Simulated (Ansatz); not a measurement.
`[F][Ga]([F])[Cl]` + H₂O → `[OH][Ga]([F])[Cl]` + H–F at 400 K and 1 bar (formal hydrolysis of a Ga–F bond).

Program: Ansatz. Geometries: PBE0-D4/def2-TZVP. ΔE: electronic, gas phase. CBS: MP2 limit from def2 TZ/QZ plus the TZ coupled-cluster correction, frozen cores. This one scheme is used for every species. For Ga outer-core shells are correlated without core-valence functions, which leaves a few kJ/mol of doubt a bond. Scalar relativity is left out up to krypton. Each species was taken in one conformer, which may not be the lowest.

```json
{"species": "`[F][Ga]([F])[Cl]`", "CCSD(T)/CBS energy (Eh)": "-2583.43598", "H − E (kJ/mol)": "37.6", "S (J/(mol·K))": "333.8"}
{"species": "H₂O", "CCSD(T)/CBS energy (Eh)": "-76.37941", "H − E (kJ/mol)": "69.8", "S (J/(mol·K))": "198.6"}
{"species": "`[OH][Ga]([F])[Cl]`", "CCSD(T)/CBS energy (Eh)": "-2559.41427", "H − E (kJ/mol)": "70.3", "S (J/(mol·K))": "348.1"}
{"species": "H–F", "CCSD(T)/CBS energy (Eh)": "-100.39570", "H − E (kJ/mol)": "36.5", "S (J/(mol·K))": "182.2"}
```

H − E and S are ideal-gas, rigid-rotor, harmonic terms from PBE0-D4/def2-TZVP, for one conformer and one mirror image of each species. 1 Eh = 2625.50 kJ/mol, R = 8.31446 J/(mol·K).

By hand: ΔE, ΔH, ΔS and ΔG.

ΔE = (-2559.41427) + (-100.39570) − (-2583.43598) − (-76.37941) = 0.00542 Eh = 14.2 kJ/mol. Δ(H − E) = 70.3 + 36.5 − 37.6 − 69.8 = -0.6, so ΔH = 13.6 kJ/mol. ΔS = 348.1 + 182.2 − 333.8 − 198.6 = -2.1 J/(mol·K). ΔG = 13.6 − 400 × (-2.1)/1000 = 14.4 kJ/mol.

By hand: the equilibrium constant, and the temperature at which ΔG would vanish if ΔH and ΔS stayed fixed.

log₁₀ K = −ΔG/(RT ln 10) = -1.9. ΔH and −TΔS have one sign here, so there is no such temperature.

The number of gas molecules stays the same, so ΔS is small and ΔH decides. A doubt of 5 kJ/mol in ΔE shifts log₁₀ K by 0.7 here. Other conformers and mirror images would add mixing entropy, several J/(mol·K) or more a flexible species. These are equilibria of isolated gas molecules and say nothing of rates. Largest T1 diagnostic: 0.014 (customary marks: 0.02 for closed shells, 0.045 for open ones).

ΔS is within the doubt of such terms, so its sign, and with it that verdict, could turn.
